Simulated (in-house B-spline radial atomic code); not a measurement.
A run on an ion of nuclear charge 59 with 59.6 electrons that did not converge. Method: scalar-relativistic (X2C) PBE0, spin-polarised, spherical fractional occupations, Fermi nucleus of rms radius 4.8919 fm; computed with an all-electron radial atomic-structure program (B-spline basis).

Command:
```bash
python run_scf.py task.json out
```
Settings (nuclear radius in fm, mass in u):
```
Z                59
configuration    [Xe] 4f3.6 6s2
hamiltonian      x2c
method           pbe0
spin_polarised   True
nucleus          fermi
rms_radius       4.8919
atomic_mass      140.90766
speed_of_light   137.035999084
```

First and last ten iterations of the last attempt (damped for 15 steps, keeping 80 % of the old Fock matrix, then DIIS):
```
 iter        energy (Eh)    residual
    1       -9226.221419    4.75e-01
    2       -9224.758518    5.66e-01
    3       -9230.609559    3.55e-01
    4       -9233.560324    2.09e-01
    5       -9234.969864    1.22e-01
    6       -9235.605224    7.66e-02
    7       -9235.875221    4.48e-02
    8       -9235.984840    2.65e-02
    9       -9232.603911    1.54e-01
   10       -9235.540051    8.18e-02
  111       -9231.642866    1.60e-01
  112       -9231.637944    1.60e-01
  113       -9231.640033    1.60e-01
  114       -9231.639071    1.60e-01
  115       -9231.636267    1.60e-01
  116       -9232.430962    1.58e-01
  117       -9232.448715    1.57e-01
  118       -9231.645958    1.60e-01
  119       -9235.982937    2.77e-02
  120       -9235.977375    2.89e-02
 not converged after 120 iterations
```

The smallest residual met was 1.6e-02; the threshold is about 6e-07. No energy from this run should be used. The likely cause: this method binds the added charge weakly or not at all at the basis-set limit, so charge moves back and forth between the atom and the box. Time taken, with all properties: 3.1 s on 1 thread of Intel(R) Xeon(R) 6975P-C (shared host).
